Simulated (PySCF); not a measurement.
**Assignment exercise: C9H16O**

Atom-mapped SMILES (the numbers label the heavy atoms): `[CH3:1][O:2][C@@H:3]1[CH2:4][CH2:5][C@H:6]2[CH2:7][CH2:8][C@@H:9]1[CH2:10]2`. Each H is labelled by its parent atom. Ha(C7), Ha(C8), Ha(C10) are cis to C3 on the ring; Ha(C4), Ha(C5) are cis to O2 on the ring; Hb(C7), Hb(C8), Hb(C10) are trans to C3 on the ring; Hb(C4), Hb(C5) are trans to O2 on the ring.

No relativistic terms, no solvent, a single conformation, equivalent nuclei averaged. PBE0/pcSseg-1 with gauge-including orbitals; coordinates at the PBE0-D3(BJ)/def2-SVP level; PySCF.

Referencing at the same level of theory: $^{13}$C (184.41 ppm), $^{1}$H (31.27 ppm) against TMS.

(1) Assign these signals to the numbered atoms. $^{13}$C{$^{1}$H} NMR (computed): δ 81.1 (CH), 55.7 (CH3), 37.2 (CH), 36.6 (CH), 33.1 (CH2), 31.4 (CH2), 30.0 (CH2), 28.7 (CH2), 28.2 (CH2).

(2) Assign these signals to the numbered atoms. $^{1}$H NMR (300 MHz, computed): δ 3.24 (s, 3H), 2.73 (m, 1H), 2.16 (m, 1H), 1.82 (m, 1H), 1.80 (m, 1H), 1.68 (m, 1H), 1.61 (m, 1H), 1.60 (m, 1H), 1.38 (m, 1H), 1.37 (m, 1H), 1.34 (m, 1H), 1.19 (m, 1H), 1.03 (m, 1H), 0.96 (m, 1H).

Answers

(1) 
81.1 → C3, sp3 CH bonded to O: the inductive effect lowers its shielding
55.7 → C1, methyl carbon bonded to O: the inductive effect lowers its shielding
37.2 → C6, sp3 CH in a ring: a saturated carbon with 3 carbon neighbours and no heteroatom attached
36.6 → C9, sp3 CH in a ring
33.1 → C10, sp3 CH2 in a ring: saturated and bonded to C and H only
31.4 → C5, sp3 CH2 in a ring
30.0 → C7, sp3 CH2 in a ring
28.7 → C8, sp3 CH2 in a ring
28.2 → C4, sp3 CH2 in a ring

C6 and C9; C10 and C5; C5 and C7; C7 and C8; C8 and C4 lie closer than the usual error of such a calculation, so a measured spectrum could show them in the other order.

(2) 
```tsv
δ (ppm)	atoms	environment	reason
3.24	H(C1)	hydrogen on a methyl carbon bonded to O	its carbon carries O, hence the downfield position
2.73	H(C3)	hydrogen on an sp3 CH bonded to O	its carbon carries O, which withdraws density
2.16	H(C9)	hydrogen on an sp3 CH in a ring	–
1.82	H(C6)	hydrogen on an sp3 CH in a ring	far from electronegative atoms and π systems
1.80	Ha(C10)	hydrogen on an sp3 CH2 in a ring	far from electronegative atoms and π systems
1.68	Ha(C5)	hydrogen on an sp3 CH2 in a ring	–
1.61	Hb(C7)	hydrogen on an sp3 CH2 in a ring	–
1.60	Hb(C8)	hydrogen on an sp3 CH2 in a ring	–
1.38	Hb(C4)	hydrogen on an sp3 CH2 in a ring	–
1.37	Ha(C7)	hydrogen on an sp3 CH2 in a ring	far from electronegative atoms and π systems
1.34	Ha(C4)	hydrogen on an sp3 CH2 in a ring	–
1.19	Ha(C8)	hydrogen on an sp3 CH2 in a ring	far from electronegative atoms and π systems
1.03	Hb(C5)	hydrogen on an sp3 CH2 in a ring	–
0.96	Hb(C10)	hydrogen on an sp3 CH2 in a ring	–
```

H(C6) and Ha(C10); Ha(C5) and Hb(C7); Hb(C7) and Hb(C8); Hb(C4) and Ha(C7); Ha(C7) and Ha(C4); Hb(C5) and Hb(C10) lie closer than the usual error of such a calculation, so a measured spectrum could show them in the other order.

Shifts are as computed. Against solution values, carbons near 30 ppm lie about +2 ppm off and those near 130 ppm about +5 ppm. Of 1211 compounds with measured shifts, 218 miss one by over three times the rms of a fit or turn the order of signals round; such compounds aren't used in these exercises. Multiplicities follow the n + 1 count of equivalent neighbours, as no J values were calculated; m marks all less simple cases, F and P coupling included.
